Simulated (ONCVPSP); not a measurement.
**Which change was made? (Zr, ONCV)**

Zr, optimised norm-conserving Vanderbilt (ONCV), made with ONCVPSP 4.0.1 (PBEsol, scalar-relativistic). Core [Ar] 3d10, reference 4s2 4p6 4d2 5s2. Waves: 4s+5s: rc 2.20 bohr, ncon 5, nbas 9, qcut 4.5 1/bohr, 2 projectors; 4p: rc 1.40 bohr, ncon 4, nbas 8, qcut 6.2 1/bohr, 2 projectors, debl 3.6 Ha; 4d: rc 3.05 bohr, ncon 4, nbas 9, qcut 5.7 1/bohr, 2 projectors, debl 3.3 Ha. Local part: polynomial inside 1.35 bohr (lpopt 5, dvloc0 6 Ha). Core correction: Teter function fitted to the true core (icmod 2), fcfact 0.65.

Cutoffs, loose and tight: the cutoffs (Ha) at which the residual kinetic energy of the hardest occupied pseudo-wave falls to 1 and 0.1 mHa per electron. They do not see the model core or the augmentation charge, which bear on the density cutoff. Test errors are all-electron minus pseudo excitation energies from the reference, over the configurations 4s2 4p6 4d2 5s1; 4s2 4p6 4d2 5s0; 4s2 4p6 4d1 5s0; 4s2 4p6 4d2 5s1.5; variants that change the core or the reference have their own tests.

The base gives: outcome: generated; cutoff, loose: 22 Ha; cutoff, tight: 93 Ha; bound ghosts: none; GHOST(+) flags above zero: s; largest test error (meV): +18.

Task: After one change the result is: outcome: generated; cutoff, loose: 42 Ha; cutoff, tight: 124 Ha; bound ghosts: none; GHOST(+) flags above zero: none; largest test error (meV): +14. Which change was it?
A. p: rc 1.52
B. p: rc 1.22; local potential polynomial inside 1.22 bohr (lpopt 5, dvloc0 6 Ha)
C. p: rc 1.78

Result: B. The others give: p: rc 1.52 → outcome: generated; cutoff, loose: 17 Ha; cutoff, tight: 68 Ha; bound ghosts: none; GHOST(+) flags above zero: s; largest test error (meV): +18 | p: rc 1.78 → outcome: generated; cutoff, loose: 10.0 Ha; cutoff, tight: 25 Ha; bound ghosts: none; GHOST(+) flags above zero: s; largest test error (meV): +19.
